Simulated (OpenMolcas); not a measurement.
**Pd2+: ligand-field states by method**

Pd2+ with 6 ligands (fluoride) in octahedral coordination (Oh) at 2.17 Å. A charge of +0.667 e stands 2.4 Å behind each ligand. Ligand basis ANO-RCC-VDZP.
```
Pd    0.0000    0.0000    0.0000
F     2.1700    0.0000    0.0000
F     0.0000    2.1700    0.0000
F    -2.1700    0.0000    0.0000
F     0.0000   -2.1700    0.0000
F     0.0000    0.0000    2.1700
F     0.0000    0.0000   -2.1700
```

```json
{
  "Program": "OpenMolcas 26.06",
  "Basis": "ANO-RCC-VDZP [6s5p3d1f]",
  "Scalar Hamiltonian": "DKH2, point nucleus",
  "Active space": "8 electrons in 5 orbitals (4d)",
  "State averaging": "2S+1 = 3 even, 10 roots; 2S+1 = 1 even, 15 roots",
  "Spin-orbit coupling": "state interaction with AMFI integrals over the reference wave functions"
}
```

I. CASSCF
II. SS-CASPT2, IPEA 0.25 Eh, imaginary shift 0.1 Eh (closed shells correlated: 4s 4p and the ligand valence shells)
III. SS-CASPT2, IPEA 0.25 Eh, sigma2 regulariser 0.3 Eh (closed shells correlated: 4s 4p and the ligand valence shells)

Spin-free states (labels of O, the rotations of Oh) in cm-1, each column counted from its own energy of the first state listed:

| State | Degeneracy | I | II | III |
| --- | --- | --- | --- | --- |
| 3A2 | 1 | 0 | 0 | 0 |
| 3T2 | 3 | 9716 | 11400 | 11400 |
| 1E | 2 | 13648 | 10200 | 10200 |
| 3T1 | 3 | 15829 | 17080 | 17080 |
| 1A1 | 1 | 22623 | 18760 | 18760 |
| 1T2 | 3 | 23065 | 21820 | 21820 |
| 3T1 | 3 | 26736 | 26870 | 26880 |
| 1T1 | 3 | 27342 | 26170 | 26170 |
| 1E | 2 | 35113 | 36150 | 36150 |
| 1T2 | 3 | 35517 | 36390 | 36390 |
| 1A1 | 1 | 58698 | 53610 | 53690 |

From I to II, I's first state of the same spin (3T2) moves from 9716 to 11400 cm-1, by about +1700 cm-1.

From I to II, I's first state of another spin (1E) moves from 13648 to 10200 cm-1, by about -3400 cm-1.

I: A least-squares ligand-field fit to the states below 45000 cm-1, each weighted by its degeneracy and with a free common offset, gives 10Dq = 9855 cm-1, B = 887 cm-1 and C = 3537 cm-1 (C/B = 3.99), with an rms deviation of 61 cm-1. The same method and metal basis give the free ion B = 935 cm-1 (fit to its terms below 60000 cm-1, rms deviation 8 cm-1), so the nephelauxetic ratio is β = 887 / 935 = 0.95; it hangs on how both fits weigh the states, and computed free-ion B values tend to be too large, so β mixes covalency with correlation.

χT at 300 K: I 1.58, II 1.50, III 1.50 cm3 K/mol.

Roots that are degenerate in the reference are averaged as groups; the widest CASPT2 spread within a group is 45 cm-1 (the 3-fold group of multiplicity 3 near 11400 cm-1 above the lowest state of its run, III). Shifts and gaps below about the spread of the groups concerned are not significant. Over all roots computed the reference weight is 0.69 to 0.70 in II, 0.69 to 0.70 in III; a low but even weight reflects the number of correlated electrons. Real 4d8 and 5d8 ions are as a rule square planar and diamagnetic. Ligand-to-metal charge-transfer states are missing. With no ligand orbital active B as a rule stays too high, so bands that hang on it stand too high and its fall with covalency is understated. Without dynamic correlation the repulsion within the d shell is too large (B by tens of per cent), so at a given field states of lower spin stand too high (holds for I). With metal d orbitals alone the field can be off either way by tens of per cent (holds for I). With one d shell and no ligand orbital active, 10Dq can be off by a tenth or more (holds for II; III). Free-ion shares, where given, are those of the reference states; single-state CASPT2 does not remix them (holds for II; III). No measured value stands beside these numbers; the geometry was imposed, not optimised, and the real ion may take another.
